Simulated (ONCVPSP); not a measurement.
vanadium (V): one change to an ONCV potential, before and after

ONCVPSP 4.0.1 input, shortened (lines: element, Z, core and valence counts, functional; n l f; lmax; l rc ep ncon nbas qcut; lloc lpopt rc5 dvloc0; l nproj debl; icmod fcfact rcfact), PBE, scalar-relativistic:

```
  V 23.00    3    5        4      upf
    1    0    2.00
    2    0    2.00
    2    1    6.00
    3    0    2.00
    3    1    6.00
    3    2    3.00
    4    0    1.00
    4    1    1.00
    2
    0    1.35    0.00    4    8    8.00
    1    1.55    0.00    5    9    6.90
    2    1.70    0.00    3    7    8.70
    4    4    1.20   -1.00
    0    2    3.40
    1    2    3.90
    2    2    3.50
    0    0.00    0.00
```

Change: s: qcut 9.3; p: qcut 8; d: qcut 10.1.

Cutoffs: the cutoffs (Ha) at which the residual kinetic energy of the hardest occupied pseudo-wave falls to 1 and 0.1 mHa per electron; they do not see the model core or the augmentation charge, which bear on the density cutoff. Errors are all-electron minus pseudo energies relative to the spin-unpolarised reference configuration.

Q: How do hardness, ghosts and transferability respond?

A: The potential gets harder (29 Ha and 33 Ha → 35 Ha and 40 Ha); of the 4 tests that both files solve, the error grows in 0 and shrinks in 1 by more than 15 % and 0.3 meV (median size 0.5 → 0.3 meV); neither file shows a bound ghost.

| quantity | base | changed |
| --- | --- | --- |
| cutoff, loose | 29 Ha | 35 Ha |
| cutoff, tight | 33 Ha | 40 Ha |
| loose cutoff by channel | s 25 Ha, p 21 Ha, d 29 Ha | s 30 Ha, p 23 Ha, d 35 Ha |
| bound ghosts | none | none |
| GHOST(+) flags under 300 eV | none | none |
| error for 3s2 3p6 3d3 4s2 4p0, meV [ΔE -3.35 eV] | +0.5 | +0.4 |
| error for 3s2 3p6 3d3 4s1 4p0, meV [ΔE 4.39 eV] | -0.2 | -0.2 |
| error for 3s2 3p6 3d3 4s0 4p0, meV [ΔE 18.68 eV] | +0.5 | +0.2 |
| error for 3s2 3p6 3d4 4s0 4p0, meV [ΔE 3.85 eV] | +30 | +19 |
| s: phases at 1.37 bohr within 0.05 rad from the reference energy up to (Ha; the scan ends near 5) | to the end of the scan | to the end of the scan |
| p: phases at 1.58 bohr within 0.05 rad from the reference energy up to (Ha; the scan ends near 5) | to the end of the scan | to the end of the scan |
| d: phases at 1.73 bohr within 0.05 rad from the reference energy up to (Ha; the scan ends near 5) | to the end of the scan | to the end of the scan |
